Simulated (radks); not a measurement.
Results of a calculation; reference values are marked as such.
Problem. Br2+, 33 electrons, occupied as [Ar] 3d10 4s2 4p3 (the NIST ground configuration). Level of theory: scalar-relativistic Kohn-Sham, LDA (Slater exchange, Perdew-Zunger correlation), spin-polarised, spherical densities, finite nucleus; open shells are filled with parallel spins first; Fermi nuclear charge, rms radius 4.1629 fm (a radial shooting solver on a logarithmic mesh with Libxc functionals). Some entries of the table are withheld. Estimate them.

| orbital | occ. | eigenvalue (Ry) | r(max) (bohr) | <r^2> (bohr^2) |
|---|---|---|---|---|
| 1s up | 1 | -979.0156 | 0.02795 | 0.002467 |
| 1s down | 1 | -978.9973 | 0.02795 | 0.002467 |
| 2s up | 1 | -128.9675 | 0.1594 | 0.04249 |
| 2s down | 1 | -128.9558 | 0.1594 | 0.04248 |
| 2p up | 3 | -114.0770 | 0.1274 | 0.03355 |
| 2p down | 3 | -114.0604 | 0.1274 | 0.03355 |
| 3s up | 1 | -19.20337 | 0.4845 | 0.3514 |
| 3s down | 1 | -19.17993 | 0.4846 | 0.3509 |
| 3p up | 3 | -14.50161 | 0.4811 | 0.3741 |
| 3p down | 3 | -14.47496 | 0.4812 | 0.3731 |
| 3d up | 5 | -6.69509 | 0.4295 | 0.4329 |
| 3d down | 5 | -6.66075 | 0.4293 | 0.4275 |
| 4s up | 1 | -3.16630 | (1) | 2.854 |
| 4s down | 1 | -2.96889 | (2) | 2.869 |
| 4p up | 3 | (3) | 1.576 | 3.867 |
| 4p down | 0 | (4) | 1.574 | 4.001 |

Solution. 
(1) 4s up r(max) (bohr): 1.388
(2) 4s down r(max) (bohr): 1.378
(3) 4p up eigenvalue (Ry): -2.16237
(4) 4p down eigenvalue (Ry): -1.96848
